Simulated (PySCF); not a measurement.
CH7ClSi2. Atoms are numbered in the order given.

```xyz
11

Si    -2.0322    -0.1431    -0.3057
C     -0.4666    -1.1313    -0.6784
Si     1.0287    -0.6765     0.3413
Cl     1.2959     1.3826     0.2852
H     -1.9092     1.2501    -0.8227
H     -2.2673    -0.0986     1.1701
H     -3.2099    -0.7962    -0.9551
H     -0.2250    -1.0216    -1.7492
H     -0.6725    -2.2024    -0.5017
H      0.8302    -1.0667     1.7659
H      2.2735    -1.3060    -0.1839
```

Geometry optimised at PBE0-D3(BJ)/def2-SVP. One conformer was computed; it need not be the lowest.

These are PBE/pcSseg-1 (PySCF) values and carry that method's errors.

GIAO shieldings, no solvent; atoms listed in one row are averaged. δ = σ(ref) − σ: ²⁹Si against TMS (σ = 335.4 ppm); ¹³C against TMS (σ = 182.0 ppm); ³⁵Cl against HCl (σ = 936.5 ppm); ¹H against TMS (σ = 31.49 ppm), references at their B3LYP-D3(BJ)/def2-TZVP geometries, non-relativistic (without spin–orbit terms, shifts of atoms bonded to Cl or Br come out too high).

| nucleus | atoms | count | δ (ppm) |
|---|---|---|---|
| ²⁹Si | Si3 | 1 | -1.0 |
| ²⁹Si | Si1 | 1 | -72.5 |
| ¹³C | C2 | 1 | -4.1 |
| ³⁵Cl | Cl4 | 1 | -30.9 |
| ¹H | H11 | 1 | 5.84 |
| ¹H | H10 | 1 | 5.58 |
| ¹H | H5, H6, H7 | 3 | 4.41 |
| ¹H | H8 | 1 | 0.73 |
| ¹H | H9 | 1 | 0.17 |
